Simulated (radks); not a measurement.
Coulomb parameter of the 4d shell of the molybdenum ion Mo+ in the model configuration [Kr] 4d4 5p1, as a second difference U = [E(n + 0.5) + E(n - 0.5) - 2 E(n)] / (0.5)^2 with all orbitals relaxed. "Bare": the charge of the atom changes with n. "Screened": the 5p shell takes up the change at fixed total charge, which measures U(4d,4d) + U(5p,5p) - 2 U(4d,5p). Method: scalar-relativistic Kohn-Sham, SCAN, spin-unpolarised, spherical densities, finite nucleus; meta-GGA in the generalised Kohn-Sham scheme; Fermi nuclear charge, rms radius 4.4091 fm; computed with a radial shooting solver on a logarithmic mesh with Libxc functionals.

case	configuration	E - E(n) (eV)
start	[Kr] 4d4 5p1	0.000
bare +0.5	[Kr] 4d4.5 5p1	-5.717
bare -0.5	[Kr] 4d3.5 5p1	8.202
screened +0.5	[Kr] 4d4.5 5p0.5	-3.075
screened -0.5	[Kr] 4d3.5 5p1.5	3.602

U(bare) = 9.942 eV, U(screened by 5p) = 2.108 eV, against the Slater integral F0(4d,4d) = 14.022 eV with frozen orbitals.
